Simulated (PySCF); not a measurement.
C5H4F2, SMILES C(=C)C#CC(F)F.

Geometry: PBE0-D3(BJ)/def2-SVP. The structure was generated by enumeration, and PubChem lists no compound with its InChIKey, so it may never have been made.

Computed with PySCF with PBE/def2-TZVP.

Isolated molecule, no solvent.

```
Item                                                                                                            Result
---------------------------------------------------------------------------------------------  -----------------------
total energy                                                                                        -392.25167 hartree
point group                                                                                                         Cs
highest occupied level                                                                                        -6.52 eV
lowest empty level                                                                                            -2.46 eV
orbital gap                                                                                                    4.06 eV
dipole moment                                                                                                   2.64 D
quadrupole, principal values (traceless, Buckingham form, about the centre of nuclear charge)   -7.62, -0.70, 8.32 D·Å
mean static polarisability                                                                        66.1 bohr³ (9.80 Å³)
polarisability, principal values                                                               40.5, 49.4, 108.5 bohr³
```
